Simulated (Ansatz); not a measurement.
Relaxation of BrH₄NSi (7 atoms, charge 0, multiplicity 1), to a largest force component of 0.015 eV/Å in at most 40 steps.

All numbers below come from Ansatz, RKS PBE-D4/def2-SVP.

```xyz
7
Properties=species:S:1:pos:R:3
N -0.963 -0.492 -0.237
Si 0.504 -0.066 0.401
Br 1.213 1.644 -0.793
H -0.885 -1.468 -0.544
H -1.669 -0.565 0.568
H 0.314 0.341 1.812
H 1.415 -1.234 0.234
```

Problem. Where does it end, and by what steps?

Solution. It converged. After 6 steps the energy has fallen by 0.535 eV; N1 moved furthest, 0.51 Å.

| step | energy less start (eV) | largest force component (eV/Å) | accepted |
| --- | --- | --- | --- |
| 0 | 0.0000 | 3.829 | yes |
| 1 | -0.3121 | 1.289 | yes |
| 2 | -0.3645 | 2.020 | yes |
| 3 | -0.5181 | 0.553 | yes |
| 4 | -0.5324 | 0.239 | yes |
| 5 | -0.5338 | 0.104 | yes |
| 6 | -0.5354 | 0.005 | yes |

```xyz
7
Properties=species:S:1:pos:R:3
N -0.967 -0.872 0.108
Si 0.550 -0.124 0.472
Br 1.128 1.648 -0.826
H -1.061 -1.390 -0.771
H -1.829 -0.356 0.306
H 0.480 0.398 1.874
H 1.628 -1.145 0.276
```

Run time: 29 s on 1 thread of Intel(R) Xeon(R) Processor @ 2.70GHz, with other jobs on the host, peak memory 0.13 GiB.
